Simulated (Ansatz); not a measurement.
Input (CCSDT(Q)/def2-SVP; Ansatz, a quantum-chemistry and plane-wave program):

Ansatz 0.2 input:
```yaml
crystal:
  periodic: [false, false, false]
  atoms:
    - {symbol: Au, position_ang: [-0.23543893, -0.23089208, -0.20701558]}
    - {symbol: O, position_ang: [1.72881556, 1.35808963, 1.44146641]}
    - {symbol: C, position_ang: [0.79485855, 1.22929287, 0.80374993]}
basis:
  gaussian:
    orbitals: def2-SVP
magnetization: {spin_polarized: true, initial_magnetization: 1}
correlation: {method: ccsdt_q, electrons: outside_noble_gas}
```

Output:

```
Functional definition: HF
integrals: 0.07 GiB planned
1082 factors; integrals over basis functions are off by at most 1.5e-7 eV
mean field: 0.24 GiB planned
mean field evaluation 1: about -6729.4554 eV, gradient 2.2e1 eV
mean field evaluation 2: about -6729.6022 eV, gradient 2.3e1 eV
mean field evaluation 4: about -6732.1568 eV, gradient 2.5e0 eV
mean field evaluation 8: about -6732.2707 eV, gradient 3.5e-1 eV
mean field evaluation 16: about -6732.2764 eV, gradient 1.9e-5 eV
mean field evaluation 32: about -6726.2723 eV, gradient 1.9e1 eV
mean field evaluation 64: about -6728.6656 eV, gradient 1.6e-1 eV
mean field evaluation 96: about -6728.3950 eV, gradient 1.5e-1 eV
mean field evaluation 128: about -6729.0402 eV, gradient 1.0e-2 eV
mean field evaluation 160: about -6729.9650 eV, gradient 7.6e-2 eV
mean field -6732.27637375 eV, -247.4065934344 hartree, gradient 2.6e-6 eV, S^2 0.770251; 1 other end points of the search recorded, 0 dependent functions left out
determinant -6732.27637375 eV, -247.4065934344 hartree, with singles and doubles -6747.45587910 eV, -247.9644299671 hartree
determinant -6729.04023978 eV, -247.2876677045 hartree, with singles and doubles -6744.14689534 eV, -247.8428270569 hartree
6 core orbitals not correlated
reference -6732.27637375 eV, -247.4065934344 hartree; 11, 10 occupied and 43, 44 virtual orbitals, 1082 factors
second order -15.56934006 eV of doubles, -0.00000000 eV of singles
coupled cluster: 2.69 GiB planned
cycle   1  -14.55074572 eV  change     1.0e0 eV  update   1.5e-1
cycle   2  -15.29997778 eV  change   -7.5e-1 eV  update   9.2e-2
cycle   3  -15.68084844 eV  change   -3.8e-1 eV  update   3.2e-2
cycle   4  -15.73824432 eV  change   -5.7e-2 eV  update   1.8e-2
cycle   5  -15.71310554 eV  change    2.5e-2 eV  update   9.5e-3
cycle   6  -15.70468786 eV  change    8.4e-3 eV  update   5.2e-3
cycle   7  -15.71174078 eV  change   -7.1e-3 eV  update   2.7e-3
cycle   8  -15.71527954 eV  change   -3.5e-3 eV  update   1.5e-3
cycle   9  -15.71427636 eV  change    1.0e-3 eV  update   9.1e-4
cycle  10  -15.71389689 eV  change    3.8e-4 eV  update   5.0e-4
cycle  11  -15.71288045 eV  change    1.0e-3 eV  update   2.5e-4
cycle  12  -15.71252885 eV  change    3.5e-4 eV  update   1.3e-4
cycle  13  -15.71266303 eV  change   -1.3e-4 eV  update   6.3e-5
cycle  14  -15.71275301 eV  change   -9.0e-5 eV  update   3.1e-5
cycle  15  -15.71275703 eV  change   -4.0e-6 eV  update   1.7e-5
cycle  16  -15.71276185 eV  change   -4.8e-6 eV  update   1.1e-5
cycle  17  -15.71276652 eV  change   -4.7e-6 eV  update   6.5e-6
cycle  18  -15.71275968 eV  change    6.8e-6 eV  update   3.0e-6
cycle  19  -15.71275831 eV  change    1.4e-6 eV  update   1.7e-6
coupled cluster: 2.70 GiB planned
perturbative correction -0.04701514 eV, -0.0017277745 hartree
Total energy: -6748.03614719 eV, -247.9857544261 hartree
```
